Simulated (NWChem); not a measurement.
System: C2H6O2Si; SMILES [SiH2](C=O)OC

Here is an NWChem input.

```
start job
memory heap 200 mb stack 900 mb global 1100 mb
geometry units angstroms noautoz
  C     -1.150185    -1.650689     0.149699
  O      0.078505    -1.309584    -0.481306
  Si     1.044270    -0.039033     0.007365
  C      0.050490     1.630117    -0.023281
  O     -1.161868     1.665662    -0.160314
  H     -1.004761    -1.921191     1.221276
  H     -1.571980    -2.534303    -0.370517
  H     -1.879603    -0.815673     0.089739
  H      2.190460     0.042189    -0.956026
  H      1.566607    -0.203336     1.417571
  H      0.635518     2.604092     0.102198
end
basis spherical
  C library def2-svp
  O library def2-svp
  Si library def2-svp
  H library def2-svp
end
dft
  xc xcamb88 1.00 lyp 1.0 hfexch 1.00
  cam 0.33 cam_alpha 0.0 cam_beta 1.0
  iterations 150
  mulliken
end
task dft energy
```

The geometry was optimised at PBE-D3(BJ)/def2-SVP.

**Question.** What results follow from this input? (LC-BLYP (range parameter 0.33 per bohr)/def2-SVP.) Quantities: energy (Ha); highest occupied level (eV); orbital gap (eV); dipole (D).

**Answer.** 
```yaml
energy (Ha): -518.77
highest occupied level (eV): -9.01
orbital gap (eV): 9.81
dipole (D): 1.49
```
